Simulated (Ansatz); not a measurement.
`[F][InH][SiH3]` + `CSS` → `CSS[SiH3]` + `[F][InH2]` at 600 K and 1 bar (cleavage of the Si–In bond).

Program: Ansatz. Geometries: PBE0-D4/def2-TZVP. ΔE: electronic, gas phase. CBS: MP2 limit from def2 TZ/QZ plus the TZ coupled-cluster correction, frozen cores. Elements past krypton have def2 core potentials. For In outer-core shells are correlated without core-valence functions, which leaves a few kJ/mol of doubt a bond. Each species was taken in one conformer, which may not be the lowest.

```csv
species,CCSD(T)/CBS energy (Eh),H − E (kJ/mol),S (J/(mol·K))
`[F][InH][SiH3]`,-581.10508,134.8,418.0
`CSS`,-836.00794,167.3,353.3
`CSS[SiH3]`,-1126.31043,232.9,438.4
`[F][InH2]`,-290.81142,65.6,306.8
```

H − E and S are ideal-gas, rigid-rotor, harmonic terms from PBE0-D4/def2-TZVP, for one conformer and one mirror image of each species. 1 Eh = 2625.50 kJ/mol, R = 8.31446 J/(mol·K).

Q: By hand: ΔE, ΔH, ΔS and ΔG.

A: ΔE = (-1126.31043) + (-290.81142) − (-581.10508) − (-836.00794) = -0.00883 Eh = -23.2 kJ/mol. Δ(H − E) = 232.9 + 65.6 − 134.8 − 167.3 = -3.6, so ΔH = -26.8 kJ/mol. ΔS = 438.4 + 306.8 − 418.0 − 353.3 = -26.1 J/(mol·K). ΔG = -26.8 − 600 × (-26.1)/1000 = -11.1 kJ/mol.

Q: By hand: the equilibrium constant, and the temperature at which ΔG would vanish if ΔH and ΔS stayed fixed.

A: log₁₀ K = −ΔG/(RT ln 10) = 1.0. ΔG = 0 at ΔH/ΔS = 1027 K.

TΔS isn't small against ΔH here. A doubt of 5 kJ/mol in ΔE shifts log₁₀ K by 0.4 here. Other conformers and mirror images would add mixing entropy, several J/(mol·K) or more a flexible species. Modes under 60 cm⁻¹, often nearly free rotors, make the harmonic entropy too high. These are equilibria of isolated gas molecules and say nothing of rates. Largest T1 diagnostic: 0.016 (customary marks: 0.02 for closed shells, 0.045 for open ones).
